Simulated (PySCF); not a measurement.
CoCl₂, SMILES [Cl][Co][Cl] (connectivity only; charge and spin as stated), neutral, multiplicity 4.

Coordinates come from a PBE0-D3(BJ)/def2-TZVP optimisation. The multiplicity is an assumed one; other spin states were not compared. The isomer is the one that the SMILES or the coordinates give; other isomers of the formula were not compared.

Two levels are set side by side: PBE/def2-TZVPD (PySCF) and PBE0/def2-TZVPD (PySCF). Same geometry, gas phase. Differences are taken from unrounded values.

```
quantity                     PBE0   PBE  PBE minus PBE0
---------------------------  ----  ----  --------------
α-spin orbital gap (eV)      8.15  5.97           -2.18
β-spin orbital gap (eV)      4.95  0.42           -4.53
mean polarisability (bohr³)  56.6  65.5             8.9
```

Loosely held outer electrons make PBE densities more polarisable. Differences between two approximate levels are no errors against the true value.

Rough cost on one machine, each run with all the roots and properties that it gave: PBE0 against PBE within a factor of 2.
